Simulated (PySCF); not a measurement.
# Polarisability and C₆ of Ir⁺ (iridium, charge +1)

[Xe] 4f14 5d7 6s1, high-spin 5F determinant. All numbers are calculated (PySCF 2.14, scalar relativity by spin-free X2C-1e, in ANO-RCC-VTZP). Coupled (time-dependent) response in atomic units; α is the mean over directions. The basis has no added diffuse functions, which lowers α and C₆.

```
method  mean α (bohr³)  C₆ (like pair)  S(−4)
 M06-L           24.71           195.9  245.4
```

S(−4) is the Cauchy moment in α(ω) = α(0) + S(−4) ω² + …

Spin-orbit coupling is absent.

α(iu) at M06-L:

```
u (hartree)  α(iu) (bohr³)
          0          24.71
     0.0500          24.12
      0.100          22.55
      0.200          18.32
      0.300          14.59
      0.500          10.00
      0.750          7.153
       1.00          5.529
       1.50          3.640
       2.00          2.569
       3.00          1.462
       5.00         0.6538
```

For an ion, C₆ is the dispersion term alone; charge-induced terms of lower order in 1/R come first.

Spin-orbit coupling, absent here, splits the open shell strongly.
